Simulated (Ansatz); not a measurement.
A calculation with Ansatz (development build ahead of 0.2.0).

```yaml
crystal:
  periodic: [false, false, false]
  atoms:
    - { symbol: Cu, position_ang: [0.0, 0.0, 0.0] }
    - { symbol: F, position_ang: [0.0, 0.0, 1.8846] }
basis:
  gaussian: { orbitals: cc-pVTZ }
hamiltonian:
  xc: hf
correlation:
  method: ccsd_t
  frozen_orbitals: { Cu: 5, F: 1 }
```

The input is written out in the form of the current development build from the run's settings.

Results

- Converged: yes
- Reference energy: -1738.44924 hartree
- Correlation energy: -1.07316 hartree
- Total energy: -1739.52240 hartree
